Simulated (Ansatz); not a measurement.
A run for Ansatz (a program for electronic structure): R-wB97M-V/def2-TZVPP on FGeH3Si (SMILES [F][Ge][SiH3]), a point of a torsion scan.

Ansatz 0.2 input:
```yaml
crystal:
  periodic: [false, false, false]
  atoms:
    - {symbol: F, position_ang: [2.53246265, 0.52141302, -0.22603566]}
    - {symbol: Ge, position_ang: [1.62312562, -0.97607123, 0.30627905]}
    - {symbol: Si, position_ang: [-0.60443174, 0.02742136, 0.02146226]}
    - {symbol: H, position_ang: [-1.40822204, -0.72596187, -0.96092454]}
    - {symbol: H, position_ang: [-0.67348368, 1.42974367, -0.40326874]}
    - {symbol: H, position_ang: [-1.39021468, -0.04910744, 1.26863198]}
basis:
  gaussian:
    orbitals: def2-TZVPP
hamiltonian:
  xc: {name: wB97M-V}
scf: {lower_state_search: off}
```

The head of its log:

```
WARN ansatz: RAYON_NUM_THREADS=1 ignored (pool sized by the plan → 1); use --threads N
Functional definition: wB97M-V
these checks for a lower state are left out or cut short: stability, starts, cluster_reference, orbital_swaps, neighbouring_geometries, increment
integrals: 0.11 GiB planned
1010 factors; their error is unknown
integrals: 0.14 GiB planned
203 factors; integrals over basis functions are off by at most 2.4e-5 eV
mean field: 0.89 GiB planned
mean field evaluation 1: about -67155.5578 eV, gradient 3.9e1 eV
mean field evaluation 2: about -67153.1853 eV, gradient 6.2e1 eV
```

**Question.** Give the final energy of this run.

**Answer.** -2468.0308 hartree.
